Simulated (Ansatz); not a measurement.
Two isomers of C3H5Al: A = `C#[C][AlH][CH3]`, B = `[CH3][Al]1[CH]=[CH]1`.

Program: Ansatz. Geometries: PBE0-D4/def2-TZVP. ΔE: electronic, gas phase. CCSD(T)/CBS is the MP2 limit (def2-TZVPP, def2-QZVPP) plus CCSD(T) − MP2 in def2-TZVPP, frozen cores. This one scheme is used for every species. DFT in def2-TZVPP. B3LYP here is the variant with VWN-RPA as its local correlation; programs differ in this.

Question: Which isomer does CCSD(T)/CBS put lower? Give the gap. (Best estimate.)

Answer: Ansatz gave: A, by 45.2 kJ/mol.

Question: Give E(B) − E(A) in kJ/mol with CCSD(T)/def2-SVP, B3LYP-D4, BLYP-D4, MP2/def2-TZVPP, HF/def2-TZVPP, B3LYP, r2SCAN-D4. (An estimate is asked.)

Answer: The calculation gave: CCSD(T)/def2-SVP 41.5, B3LYP-D4 44.3, BLYP-D4 48.5, MP2/def2-TZVPP 47.7, HF/def2-TZVPP 64.9, B3LYP 44.7, r2SCAN-D4 26.7. None reverses the order clearly.

Largest T1 diagnostic: 0.012.

Leaving LDA and LC-ωPBE aside and taking each functional with its dispersion term where it has one, the values, not all of them listed here, spread over 29.5 kJ/mol, from HSE06-D4 to BLYP-D4. LDA lies −20.1 kJ/mol from PBE without D4. From BLYP to BHLYP (50 % exact exchange), in def2-TZVPP and without D4, E(B) − E(A) moves by −4.8 kJ/mol.
